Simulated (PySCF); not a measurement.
PBE0 on Al⁻ (aluminium, charge -1), [Ne] 3s2 3p2, high-spin 3P determinant. Computed with PySCF 2.14 in dyall-av3z (19s12p3d2f, 84 functions), with the non-relativistic Hamiltonian (point nucleus).

```
cycle= 1 E= -242.275751951513  delta_E= -0.0059  |g|= 0.0128  |ddm|= 0.123
cycle= 2 E= -242.275929186362  delta_E= -0.000177  |g|= 0.00632  |ddm|= 0.0675
cycle= 3 E= -242.276001702536  delta_E= -7.25e-05  |g|= 0.0034  |ddm|= 0.0273
cycle= 4 E= -242.276013034206  delta_E= -1.13e-05  |g|= 0.000687  |ddm|= 0.00776
cycle= 5 E= -242.276013765843  delta_E= -7.32e-07  |g|= 9.72e-05  |ddm|= 0.0026
cycle= 6 E= -242.27601379201  delta_E= -2.62e-08  |g|= 1.1e-05  |ddm|= 0.000434
cycle= 7 E= -242.276013792191  delta_E= -1.82e-10  |g|= 1.82e-06  |ddm|= 4.15e-05
converged SCF energy = -242.276013792191  <S^2> = 2.0054999  2S+1 = 3.0036644
```

Highest occupied orbital energy: 0.764 eV; ⟨L²⟩ = 2.02; populations by l: s 6.00, p 8.00, d 0.00, f 0.00.

Question: Can this result be used?

Answer: With care. Self-consistency was reached. At PBE0 the highest occupied level has a positive energy, so only the finite basis holds that electron; in a semilocal or global hybrid functional this comes from self-interaction and does not mean that the real anion is unbound.
